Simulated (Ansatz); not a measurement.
Cost and result for the atomization energy of ClGe2H5S, SMILES `[Cl][GeH2][S][GeH3]` (9 atoms, 8 bonds).

```xyz
9

Cl   -0.995   -2.096    1.091
Ge    0.735   -1.510   -0.063
S     0.178    0.024   -1.536
Ge   -0.603    1.568   -0.122
H     1.740   -0.969    0.961
H     1.224   -2.743   -0.828
H     0.268    1.562    1.143
H    -2.065    1.263    0.225
H    -0.482    2.900   -0.871
```

Charge 0, multiplicity 1. Correlated methods include outer-core shells of Ge, which these sets cover unevenly. Scalar relativity is left out up to krypton. The structure was optimised at the PBE0-D4/def2-TZVP level. It is one conformer, not always the lowest. Program: Ansatz. All runs use 4 threads of an AMD EPYC 9R45 on a shared host. Times are those of one run each, without the atoms' runs, and a repeat can differ threefold. Electronic energies, without spin–orbit coupling; frozen cores. CCSD(T)/CBS adds CCSD(T) − MP2 in def2-TZVPP to the MP2 limit, and its time is that of the two runs behind it. T1 = 0.011. With those shells the extrapolation isn't a true limit. B3LYP takes the VWN-RPA correlation (the form of Gaussian; ORCA's B3LYP/G).

CCSD(T)/CBS is a level of theory with its own doubt, some kJ/mol a heavy atom from the limit and from the frozen cores, so smaller differences don't rank the functionals.

```json
{"level": "LDA (SPW92)/def2-TZVPP", "functions": "250", "wall time": "0.6 s", "atomization (kJ/mol)": "2767.1", "difference from CCSD(T)/CBS": "312.2", "per bond": "39.0"}
{"level": "revPBE-D4/def2-TZVPP", "functions": "250", "wall time": "0.85 s", "atomization (kJ/mol)": "2375.7", "difference from CCSD(T)/CBS": "-79.2", "per bond": "-9.9"}
{"level": "PBE0-D4/def2-TZVPP", "functions": "250", "wall time": "1.6 s", "atomization (kJ/mol)": "2416.0", "difference from CCSD(T)/CBS": "-38.9", "per bond": "-4.9"}
{"level": "CAM-B3LYP-D4/def2-TZVPP", "functions": "250", "wall time": "1.9 s", "atomization (kJ/mol)": "2415.9", "difference from CCSD(T)/CBS": "-39.0", "per bond": "-4.9"}
{"level": "r2SCAN-D4/def2-TZVPP (with forces)", "functions": "250", "wall time": "1.9 s", "atomization (kJ/mol)": "2455.2", "difference from CCSD(T)/CBS": "0.3", "per bond": "0.0"}
{"level": "B3LYP-D4/def2-TZVPP (with forces)", "functions": "250", "wall time": "2.4 s", "atomization (kJ/mol)": "2406.9", "difference from CCSD(T)/CBS": "-48.0", "per bond": "-6.0"}
{"level": "r2SCANh-D4/def2-TZVPP", "functions": "250", "wall time": "2.4 s", "atomization (kJ/mol)": "2443.4", "difference from CCSD(T)/CBS": "-11.5", "per bond": "-1.4"}
{"level": "B2PLYP/def2-TZVPP", "functions": "250", "wall time": "2.4 s", "atomization (kJ/mol)": "2384.7", "difference from CCSD(T)/CBS": "-70.2", "per bond": "-8.8"}
{"level": "PBE-QIDH/def2-TZVPP", "functions": "250", "wall time": "2.5 s", "atomization (kJ/mol)": "2425.5", "difference from CCSD(T)/CBS": "-29.4", "per bond": "-3.7"}
{"level": "CCSD(T)/def2-SVP", "functions": "125", "wall time": "3.5 s", "atomization (kJ/mol)": "2252.8", "difference from CCSD(T)/CBS": "-202.1", "per bond": "-25.3"}
{"level": "MP2/def2-QZVPP", "functions": "468", "wall time": "9.5 s", "atomization (kJ/mol)": "2431.1", "difference from CCSD(T)/CBS": "-23.8", "per bond": "-3.0"}
{"level": "CCSD(T)/def2-TZVPP", "functions": "250", "wall time": "70 s", "atomization (kJ/mol)": "2401.7", "difference from CCSD(T)/CBS": "-53.2", "per bond": "-6.6"}
{"level": "CCSD(T)/CBS(def2)", "functions": "–", "wall time": "79 s", "atomization (kJ/mol)": "2454.9", "difference from CCSD(T)/CBS": "0.0", "per bond": "0.0"}
```

From PBE to PBE0 (25 % exact exchange), in def2-TZVPP and without D4, the atomization energy moves by −7.0 kJ/mol: exact exchange takes away binding that semilocal exchange gives to molecules. Leaving LDA and LC-ωPBE aside and taking each functional with its dispersion term where it has one, the values, not all of them listed here, spread over 124.2 kJ/mol, from revPBE-D4 to B97M-V. LDA lies +367.4 kJ/mol from PBE without D4, its usual overbinding. The D4 term adds +44.3 kJ/mol with B3LYP and +23.3 kJ/mol with PBE0; it sums over pairs of atoms, weighted by their polarisabilities, and B3LYP, whose exchange is more repulsive, gets the larger term.

For some Ge, Se and Sn compounds the MP2-based and the directly extrapolated limit differ by 10 to 25 kJ/mol.
